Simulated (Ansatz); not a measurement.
`C[O][Ge]([CH3])([CH3])[O][SiH3]`. Charge 0, multiplicity 1. Correlated methods include outer-core shells of Ge, which these sets cover unevenly. Scalar relativity is left out up to krypton.

```xyz
19

C    -1.7133    1.5300    0.6317
O    -1.4456    0.4552   -0.2356
Ge    0.2349    0.0052   -0.6023
C     1.2966    1.5433   -1.1071
C     0.0990   -1.4574   -1.8557
O     0.9574   -0.5750    0.9219
Si    0.4319   -1.5774    2.0977
H    -1.2723    1.3808    1.6250
H    -2.7966    1.6082    0.7514
H    -1.3479    2.4851    0.2327
H     1.3328    2.2565   -0.2833
H     0.8719    2.0316   -1.9852
H     2.3154    1.2270   -1.3353
H    -0.5342   -2.2375   -1.4321
H    -0.3455   -1.1125   -2.7900
H     1.0861   -1.8728   -2.0619
H    -0.4961   -0.8777    3.0290
H     1.6089   -2.0561    2.8678
H    -0.2835   -2.7566    1.5314
```

Q: Give the diagnostics of a CCSD(T)/def2-TZVPP run (frozen core, the Gaussian-basis code of Ansatz). (Estimate.)

A: Ansatz gave: T1 = 0.0112, largest single amplitude 0.012, largest double 0.010, (T) share of the correlation energy 3.6 %, 9 CCSD cycles. The RHF solution is stable towards an unrestricted one. T1 lies under the customary mark of 0.02 for closed shells.
